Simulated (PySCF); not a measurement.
Br⁺: ionisation energy

Br⁺ [Ar] 3d10 4s2 4p4 (3P) → Br²⁺ [Ar] 3d10 4s2 4p3 (4S), as a difference of total energies. Computed with PySCF 2.14 in cc-pVDZ-PP with ECP10MDF, with a scalar-relativistic core potential. Correlated levels: valence: 3s2 3p6 3d10 frozen. The calculations carry no spin-orbit coupling.

| method | ionisation energy (eV) |
| --- | --- |
| UHF | 20.173 |
| TPSS | 21.301 |
| MN15 | 20.977 |
| MP2 (valence) | 20.584 |
| SCS-MP2 (valence) | 20.595 |
| CCSD (valence) | 20.605 |
| CCSD(T) (valence) | 20.612 |

How much does correlation contribute at CCSD(T) (valence)?

20.612 − (20.173) = 0.439 eV, measured against UHF.

Errors of the correlated levels include the incompleteness of this basis and the frozen core.

For comparison: 21.409 eV (measured; NIST levels, between the centres of gravity of the two terms).
